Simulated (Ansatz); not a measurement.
Geometry optimisation, RKS PBE/def2-SVP (Ansatz).

input.yaml

```yaml
crystal:
  periodic: [false, false, false]
  atoms:
    - { symbol: W, position_ang: [-0.088459, -0.033256, -0.219816] }
    - { symbol: F, position_ang: [-0.013951, -0.111416, 1.644892] }
    - { symbol: Cl, position_ang: [2.200952, -0.246705, -0.519162] }
    - { symbol: Cl, position_ang: [-0.14566, 2.222864, -0.590696] }
    - { symbol: Cl, position_ang: [-2.401128, -0.038876, 0.08739] }
    - { symbol: F, position_ang: [-0.141326, -1.918572, -0.083249] }
    - { symbol: Cl, position_ang: [-0.427037, -0.412541, -2.482737] }
    - { symbol: O, position_ang: [1.682192, 1.788205, 1.655519] }
    - { symbol: H, position_ang: [2.601325, 1.458962, 1.666913] }
    - { symbol: H, position_ang: [1.284992, 1.359035, 2.453647] }
basis:
  gaussian: { orbitals: def2-SVP }
hamiltonian:
  xc: pbe
relax:
  f_tol: 0.03
  max_steps: 50
```

Launched with:

```bash
$ ansatz run input.yaml --threads 4 --pin off --max-ram 5120MiB --backend cpu --events-out ev --progress --plain --runs-dir out
```

Where does it end, and by what steps?

It converged. After 11 steps the energy has fallen by 0.272 eV; O8 moved furthest, 0.58 Å.

```
step  energy less start (eV)  largest force component (eV/Å)  accepted
   0                  0.0000                           0.878       yes
   1                 -0.1178                           0.660       yes
   2                 -0.1898                           1.591       yes
   3                 -0.1835                           2.243        no
   4                 -0.2607                           0.237       yes
   5                 -0.2646                           0.343       yes
   6                 -0.2696                           0.159       yes
   7                 -0.2712                           0.054       yes
   8                 -0.2714                           0.061       yes
   9                 -0.2720                           0.069       yes
  10                 -0.2720                           0.043       yes
  11                 -0.2724                           0.024       yes
```

```xyz
10
Properties=species:S:1:pos:R:3
W -0.205 -0.156 -0.370
F 0.061 -0.031 1.500
Cl 2.105 -0.315 -0.594
Cl -0.135 2.122 -0.567
Cl -2.484 -0.123 0.025
F -0.241 -2.024 -0.128
Cl -0.515 -0.479 -2.626
O 1.940 2.096 2.076
H 2.660 1.521 1.754
H 1.366 1.457 2.541
```

Whether the end is a true minimum wasn't checked by a vibrational analysis.

The run took 44 s on 4 threads of Arm Neoverse V1 (shared host), peak memory 0.26 GiB.
